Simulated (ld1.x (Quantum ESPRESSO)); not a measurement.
Before and after: PAW potential for gallium (Ga)

```
Element                 : Ga (Z = 31)
Generator               : ld1.x (Quantum ESPRESSO) 7.5
Type                    : PAW
Functional              : LDA (PZ)
Relativity              : scalar-relativistic
Frozen core             : [Ar] 3d10
Valence charge          : 3
Reference configuration : 4s1 4p0 (charge +2)
Partial waves           : 4s (bound): rcut 1.60, rcutus 1.70 bohr; 4s channel at -0.95 Ry: rcut 1.60, rcutus 1.70 bohr; 4p (bound, empty): rcut 1.40, rcutus 1.80 bohr; 4p channel at 0.35 Ry: rcut 1.40, rcutus 1.80 bohr; 4d channel at -0.15 Ry: rc 1.50 bohr
Local potential         : the d channel
Core correction         : a·sin(br)/r model core inside 1.20 bohr
Augmentation charge     : PSQ, inside the norm-conserving radii
```

All-electron outer shells of the reference configuration (LDA (PZ), scalar-relativistic, ld1.x):

```csv
shell,level (eV),outermost node (bohr),outermost maximum (bohr)
4s,-26.48,0.80,1.78
4p,-18.04,0.86,2.10
```

Change: wave 4d channel at -0.15 Ry: rc 1.50 bohr becomes 4d channel at -0.15 Ry: rc 1.86 bohr.

Cutoffs: the cutoffs (Ry, on a coarse ladder) from which the occupation-weighted sum of valence levels, in a spherical-Bessel basis at the reference potential, stays within 10 and 1 mRy of its value at 400 Ry; they do not see the model core or the augmentation charge, which bear on the density cutoff. Errors are all-electron minus pseudo energies relative to the spin-unpolarised reference configuration.

Problem. What does the change do?

Solution. The potential gets softer (10 Ry and 15 Ry → 8 Ry and 15 Ry); the bound ghosts move from p, s to s; the errors of the 9 common tests hardly move. A larger radius leaves more room for a smooth pseudo-wave, so fewer plane waves are needed.

| quantity | base | changed |
| --- | --- | --- |
| cutoff, loose | 10 Ry | 8 Ry |
| cutoff, tight | 15 Ry | 15 Ry |
| bound ghosts | s, p | s |
| error for 4s2 4p1, meV [ΔE -27.39 eV] | -174 | -173 |
| error for 4s2 4p0, meV [ΔE -21.50 eV] | -104 | -104 |
| error for 4s2 4p0.5, meV [ΔE -25.27 eV] | -146 | -145 |
| error for 4s1 4p1, meV [ΔE -14.05 eV] | -39 | -39 |
| error for 4s1 4p2, meV [ΔE -20.78 eV] | -87 | -86 |
| error for 4s0 4p3, meV [ΔE -13.85 eV] | -33 | -32 |
| error for 4s2 4p1.3, meV [ΔE -27.97 eV] | -182 | -181 |
| error for 4s1 4p0 (spin-polarised), meV [ΔE -0.31 eV] | -9.2 | -9.2 |
| error for 4s2 4p1 (spin-polarised), meV [ΔE -27.53 eV] | -175 | -174 |
| lowest overlap eigenvalue by channel | s 0.22, p 0.53 | s 0.00, p 0.09 |

 A true bound ghost makes a file unfit for plane-wave use even where its test errors are small: the radial tests pick states by their node count and pass the ghost by.
